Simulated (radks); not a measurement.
Coulomb parameter of the 4f shell of neutral erbium in the model configuration [Xe] 4f11 6s2 6p1, as a second difference U = [E(n + 0.5) + E(n - 0.5) - 2 E(n)] / (0.5)^2 with all orbitals relaxed. "Bare": the charge of the atom changes with n. "Screened": the 6p shell takes up the change at fixed total charge, which measures U(4f,4f) + U(6p,6p) - 2 U(4f,6p). All-electron calculation, scalar-relativistic Kohn-Sham, PBE, spin-unpolarised, spherical densities, finite nucleus; Fermi nuclear charge, rms radius 5.2516 fm. Program: a radial shooting solver on a logarithmic mesh with Libxc functionals.

case                   configuration  E - E(n) (eV)
start              [Xe] 4f11 6s2 6p1          0.000
bare +0.5        [Xe] 4f11.5 6s2 6p1         -4.555
bare -0.5        [Xe] 4f10.5 6s2 6p1          8.357
screened +0.5  [Xe] 4f11.5 6s2 6p0.5         -4.132
screened -0.5  [Xe] 4f10.5 6s2 6p1.5          6.479

U(bare) = 15.208 eV, U(screened by 6p) = 9.390 eV, against the Slater integral F0(4f,4f) = 32.997 eV with frozen orbitals. The step up makes a negative ion, whose loosely bound charge lowers the bare value.
